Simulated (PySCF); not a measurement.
**Electronic structure of Al²⁺ (aluminium, charge +2) at the r2SCAN level**

Configuration: [Ne] 3s1, 2S determinant. Calculation: PySCF 2.14, in def2-QZVPPD; the non-relativistic Hamiltonian (point nucleus).

* Total energy: -241.4357 hartree
* One-electron energy: -327.3955 hartree
* Hartree (Coulomb) energy: 104.0425 hartree
* Exchange-correlation energy: -18.0826 hartree
* Kinetic energy: 240.99648 hartree
* ⟨S²⟩: 0.7501
* ⟨L²⟩: 0.000
* Sum of ⟨r⟩: 7.295 bohr
* Sum of ⟨r²⟩: 9.254 bohr²
* Density at the nucleus (Gaussians lack the cusp): 1390 bohr⁻³
* Spin density at the nucleus: 4.21 bohr⁻³
* Langevin diamagnetic susceptibility: -7.33 ×10⁻⁶ cm³/mol

```csv
shell,electrons,mean orbital energy (hartree),"rms radius, mean of both spins (bohr)"
1s α,1,-56.55846,0.140
1s β,1,-56.55322,0.140
2s α,1,-4.84306,0.683
2s β,1,-4.83791,0.683
2p α,3,-3.38100,0.675
2p β,3,-3.37332,0.675
3s α,1,-0.90563,2.36
```
